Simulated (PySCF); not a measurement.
# Two-component Hartree-Fock for Os⁴⁸⁺ (osmium, charge +48)

Start: [Ar] 3d10. Calculated with PySCF 2.14 in an uncontracted even-tempered set (15 s from 12 bohr⁻², ratio 2.8; 13 p from 16 bohr⁻², ratio 2.8; 8 d from 16 bohr⁻², ratio 2.8; 3 f from 60 bohr⁻², ratio 3): generalised Hartree-Fock with the X2C-1e Hamiltonian and a Gaussian nucleus; one run each with spin-orbit coupling (SO) switched off, then screened by Boettger's factors.

| spinor shell | electrons | ε, spin-free (eV) | ε, screened SO (eV) | weight of nominal j (screened SO) | rms radius, screened SO (bohr) |
| --- | --- | --- | --- | --- | --- |
| 1s1/2 | 2 | -76830.9 | -76807.9 | 1.000 | 0.0200 |
| 2s1/2 | 2 | -15572.0 | -15565.2 | 1.000 | 0.0808 |
| 2p1/2 | 2 | -13895.8 | -15000.0 | 1.000 | 0.0686 |
| 2p3/2 | 4 | -13895.8 | -13455.5 | 1.000 | 0.0761 |
| 3s1/2 | 2 | -5460.2 | -5458.4 | 1.000 | 0.203 |
| 3p1/2 | 2 | -4954.9 | -5211.0 | 1.000 | 0.194 |
| 3p3/2 | 4 | -4954.9 | -4851.2 | 1.000 | 0.209 |
| 3d3/2 | 4 | -4411.0 | -4457.4 | 1.000 | 0.182 |
| 3d5/2 | 6 | -4411.0 | -4379.5 | 1.000 | 0.186 |

```
   quantity     spin-free   screened SO
E (hartree)  -15574.32905  -15596.19339
        M_J             0             0
       ⟨J²⟩         0.000         0.000
       ⟨L²⟩         0.000         0.069
       ⟨S²⟩         0.000         0.069
```

Breit and QED terms are absent; they matter most for the inner s and p1/2 levels.

Densities and radii are taken from the X2C orbitals without a picture-change correction, which distorts them close to the nucleus.

Without spin-orbit coupling the j labels of p, d and f shells carry no meaning; the spin-free column gives the mean over the occupied spinors of each nl shell.
